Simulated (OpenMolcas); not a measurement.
## Nb3+: moving the ligands

Nb3+ with 3 ligands (fluoride) in trigonal planar coordination (D3h) at 1.83 Å. Ligand basis ANO-RCC-VDZP.
```
Nb    0.0000    0.0000    0.0000
F     1.8300    0.0000    0.0000
F    -0.9150    1.5848    0.0000
F    -0.9150   -1.5848    0.0000
```

| Quantity | Value |
| --- | --- |
| Program | OpenMolcas |
| Method | CASSCF |
| Basis | ANO-RCC-VDZP [6s5p3d1f] |
| Scalar Hamiltonian | DKH2, point nucleus |
| Active space | 2 electrons in 5 orbitals (4d) |
| State averaging | 2S+1 = 3 even, 10 roots; 2S+1 = 1 even, 15 roots |
| Spin-orbit coupling | RASSI with atomic mean-field integrals over the reference wave functions |

Runs around this geometry, states (labels of D3, the rotations of D3h). Energies in cm-1 above the lowest state or level, χT in cm3 K/mol.

```csv
R (Å),Ground state,First state of that spin,First gap with spin-orbit (degeneracies),χT at 300 K,First state of another spin
1.77,3E,6487,"179.9 (1, 1)",0.617,2S+1 = 1: 2726
1.83,3E,4556,"179.4 (1, 1)",0.599,2S+1 = 1: 4192
1.9,3E,2817,"226.5 (1, 1)",0.533,2S+1 = 1: 5500
```

An orbital doublet at a regular site is open to a Jahn-Teller distortion, which this geometry leaves out. Without dynamic correlation the repulsion within the d shell is too large (B by tens of per cent), so at a given field states of lower spin stand too high. With metal d orbitals alone the field can be off either way by tens of per cent. Ligand-to-metal charge-transfer states are missing. With no ligand orbital active B as a rule stays too high, so bands that hang on it stand too high and its fall with covalency is understated. The least metal-like active orbital is 67 % on the metal (Löwdin) and no ligand orbital is active, so the numbers are rough (holds for R = 1.77). The least metal-like active orbital is 72 % on the metal (Löwdin) and no ligand orbital is active, so the numbers are rough (holds for R = 1.83). The least metal-like active orbital is 76 % on the metal (Löwdin) and no ligand orbital is active, so the numbers are rough (holds for R = 1.9). No measured value stands beside these numbers; the geometry is a model, was not optimised and need not be the one that this ion takes.

A state without a sure symmetry label is named by its multiplicity alone.
